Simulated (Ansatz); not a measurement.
`C[Si](C)(F)CC[SiH](F)F` from Hartree–Fock to CCSD(T)

Z-matrix (Å, degrees):
```
C
Si 1 1.858
H 1 1.094 2 111.0
H 1 1.093 2 110.8 3 119.8
H 1 1.092 2 110.9 3 -120.5
F 2 1.615 1 107.5 3 175.3
C 2 1.859 1 112.5 3 -66.3
C 2 1.873 1 112.5 3 59.3
H 7 1.093 2 111.2 1 -179.3
H 7 1.093 2 110.9 1 60.4
H 7 1.093 2 110.7 1 -59.3
C 8 1.536 2 117.0 1 47.8
H 8 1.097 2 106.5 1 171.4
H 8 1.097 2 107.7 1 -76.0
Si 12 1.855 8 117.0 2 59.1
H 12 1.097 8 110.7 2 -63.3
H 12 1.097 8 110.3 2 -179.7
F 15 1.593 12 108.1 8 161.0
F 15 1.592 12 110.3 8 -83.6
H 15 1.476 12 115.7 8 40.2
```

Total charge 0; spin multiplicity 1. All single points use the PBE0-D4/def2-TZVP geometry. It is one conformer, not always the lowest. Frozen core, restricted reference, Ansatz 0.2.0. CBS rows extrapolate triple and quadruple zeta; past MP2 they add the triple-zeta difference.

| basis | HF (Eh) | MP2 corr. |
| --- | --- | --- |
| def2-SVP | -1033.75437 | -1.31609 |
| def2-TZVPP | -1034.53655 | -1.68795 |
| def2-QZVPP | -1034.57675 | -1.82454 |

(1) Estimate the CCSD correlation energy and the (T) correction in each basis where they were run (hartree).

## Answers

(1) 
| basis | CCSD corr. | (T) |
| --- | --- | --- |
| def2-SVP | -1.39503 | -0.03209 |
| def2-TZVPP | -1.75214 | -0.06007 |
| CBS(def2) | -1.98991 | as TZ |
